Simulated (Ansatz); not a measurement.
Two shapes of singlet ScF₃.

Shape 1:

```xyz
4

Sc   -0.0411    0.0284    0.0023
F     1.7847    0.0285   -0.0169
F    -0.9022    1.6266   -0.0077
F    -0.9060   -1.5912   -0.0480
```

Shape 2:

```xyz
4

Sc    0.0000    0.0000    0.0000
F     1.9679    0.0000    0.0000
F    -0.9839    1.7043    0.0000
F    -0.9839   -1.7043    0.0000
```

Basis set: 6-31G* (spherical functions). Correlated methods keep 8 orbitals frozen. Charge 0, multiplicity 1.

Computed with Ansatz (development build ahead of 0.2.0); each method stands on the lowest determinant of its kind that the runs found.

Q: Which shape is lower in energy, and by how much in each method?

A:

```
 method  E(2) − E(1) (eV)
    RHF             0.714
RHF-MP2             0.728
```

Shape 1 is lower. Caution: no unrestricted run beside it, a lower state can exist.
